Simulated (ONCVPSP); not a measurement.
Rb (Z = 37): one change to an ONCV potential, before and after

```json
{
  "Element": "Rb (Z = 37)",
  "Generator": "ONCVPSP 4.0.1",
  "Type": "optimised norm-conserving Vanderbilt (ONCV)",
  "Functional": "LDA (Perdew-Wang 92)",
  "Relativity": "scalar-relativistic",
  "Frozen core": "[Ar] 3d10",
  "Valence charge": "9",
  "Reference configuration": "4s2 4p6 5s1",
  "Partial waves": "4s+5s: rc 2.55 bohr, ncon 5, nbas 8, qcut 4.5 1/bohr, 2 projectors; 4p: rc 2.65 bohr, ncon 5, nbas 8, qcut 5.7 1/bohr, 2 projectors, debl 0.7 Ha; d scattering state at 0.03 Ha: rc 2.35 bohr, ncon 4, nbas 7, qcut 4 1/bohr, 2 projectors, debl 3.6 Ha",
  "Local potential": "polynomial inside 2.05 bohr (lpopt 5, dvloc0 0 Ha)",
  "Core correction": "polynomial model core, fcfact 0.25"
}
```

All-electron outer shells of the reference configuration (LDA (PZ), scalar-relativistic, ld1.x):

```json
{"shell": "4s", "level (eV)": "-31.97", "outermost node (bohr)": "0.62", "outermost maximum (bohr)": "1.25"}
{"shell": "4p", "level (eV)": "-16.03", "outermost node (bohr)": "0.64", "outermost maximum (bohr)": "1.42"}
{"shell": "5s", "level (eV)": "-2.37", "outermost node (bohr)": "1.79", "outermost maximum (bohr)": "4.22"}
```

Change: s: qcut 3.9.

Cutoffs: the cutoffs (Ha) at which the residual kinetic energy of the hardest occupied pseudo-wave falls to 1 and 0.1 mHa per electron; they do not see the model core or the augmentation charge, which bear on the density cutoff. Errors are all-electron minus pseudo energies relative to the spin-unpolarised reference configuration.

Question: Predict the effect on cutoff, ghosts and configuration errors.

Answer: The potential gets neither clearly harder nor softer (7.4 Ha and 9.6 Ha → 6.6 Ha and 19 Ha); the p channel sets the loose cutoff, while the largest relative change is in s, which becomes softer; the errors of the 4 common tests hardly move; neither file shows a bound ghost.

```csv
quantity,base,changed
"cutoff, loose",7.4 Ha,6.6 Ha
"cutoff, tight",9.6 Ha,19 Ha
loose cutoff by channel,"s 7.4 Ha, p 6.6 Ha","s 6.2 Ha, p 6.6 Ha"
bound ghosts,none,none
GHOST(+) flags under 300 eV,none,none
"error for 4s2 4p6 5s0, meV [ΔE 4.27 eV]",-0.3,-0.4
"error for 4s2 4p6 5s0.5, meV [ΔE 1.66 eV]",-0.1,-0.1
"error for 4s2 4p6 5s0 5p1, meV [ΔE 1.62 eV]",-0.1,-0.2
"error for 4s2 4p5 5s1, meV [ΔE 21.24 eV]",-9.1,-7.9
s: phases at 2.59 bohr within 0.05 rad from the reference energy up to (Ha; the scan ends near 5),3.9,3.6
p: phases at 2.70 bohr within 0.05 rad from the reference energy up to (Ha; the scan ends near 5),3.7,3.7
d: phases at 2.39 bohr within 0.05 rad from the reference energy up to (Ha; the scan ends near 5),to the end of the scan,to the end of the scan
"rms error of d²Exc/dni dnj with the model core, mHa",0.86,1.01
```

Base: The cutoffs count occupied waves only; projector 2 of the d channel, the hardest unoccupied one, needs 30 Ha at the loose tolerance. Changed file: The cutoffs count occupied waves only; projector 2 of the d channel, the hardest unoccupied one, needs 30 Ha at the loose tolerance.
